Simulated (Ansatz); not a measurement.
Ansatz (a program for electronic structure) input (CCSD(T)/aug-cc-pVDZ):

Ansatz 0.2 input:
```yaml
crystal:
  periodic: [false, false, false]
  atoms:
    - {symbol: B, position_ang: [-0.01178706, 0.83869764, -0.00331350]}
    - {symbol: Br, position_ang: [1.66103330, -0.06531701, 0.02545569]}
    - {symbol: Br, position_ang: [-1.65853892, -0.11216865, -0.02475449]}
    - {symbol: H, position_ang: [-0.02836814, 2.01851006, -0.00797466]}
basis:
  gaussian:
    orbitals: aug-cc-pVDZ
magnetization: {spin_polarized: false}
correlation: {method: ccsd_t, electrons: outside_noble_gas}
output: {forces: true}
```

Output:

```
Functional definition: HF
integrals: 0.16 GiB planned
1099 factors; integrals over basis functions are off by at most 1.1e-3 eV
mean field: 0.61 GiB planned
mean field evaluation 1: about -140685.0505 eV, gradient 1.3e1 eV
mean field evaluation 2: about -140685.0777 eV, gradient 1.3e1 eV
mean field evaluation 4: about -140685.8184 eV, gradient 2.0e0 eV
mean field evaluation 8: about -140685.8407 eV, gradient 5.9e-4 eV
mean field evaluation 16: about -140685.8396 eV, gradient 4.6e-1 eV
mean field -140685.84072996 eV, -5170.1092865383 hartree, gradient 3.8e-6 eV, S^2 0.000000; 0 other end points of the search recorded, 0 dependent functions left out
29 core orbitals not correlated
reference -140685.84072996 eV, -5170.1092865383 hartree; 9, 9 occupied and 66, 66 virtual orbitals, 1099 factors
densities: 0.47 GiB planned
second order -8.95525703 eV of doubles, -0.00000000 eV of singles
coupled cluster: 0.30 GiB planned
cycle   1  -9.48046195 eV  change   -5.3e-1 eV  update   8.0e-2
cycle   2  -9.71000523 eV  change   -2.3e-1 eV  update   2.3e-2
cycle   3  -9.76075835 eV  change   -5.1e-2 eV  update   1.3e-2
cycle   4  -9.75658218 eV  change    4.2e-3 eV  update   4.3e-3
cycle   5  -9.75532836 eV  change    1.3e-3 eV  update   1.4e-3
cycle   6  -9.75536047 eV  change   -3.2e-5 eV  update   3.1e-4
cycle   7  -9.75539486 eV  change   -3.4e-5 eV  update   7.7e-5
cycle   8  -9.75541249 eV  change   -1.8e-5 eV  update   2.3e-5
cycle   9  -9.75541045 eV  change    2.0e-6 eV  update   6.6e-6
perturbative correction -0.32616581 eV, -0.0119863723 hartree
the calculation of the forces begins
Total energy: -140695.92230621 eV, -5170.4797776320 hartree
Atom 0 at    -0.011787     0.838698    -0.003314 Å, force     0.001841    -0.131008     0.000518 eV/Å
Atom 1 at     1.661033    -0.065317     0.025456 Å, force     0.286053    -0.139923     0.004865 eV/Å
Atom 2 at    -1.658539    -0.112169    -0.024754 Å, force    -0.282007    -0.147941    -0.003727 eV/Å
Atom 3 at    -0.028368     2.018510    -0.007975 Å, force    -0.005887     0.418872    -0.001655 eV/Å
Dipole moment:    -0.001175     0.083613    -0.000330 e Å
```
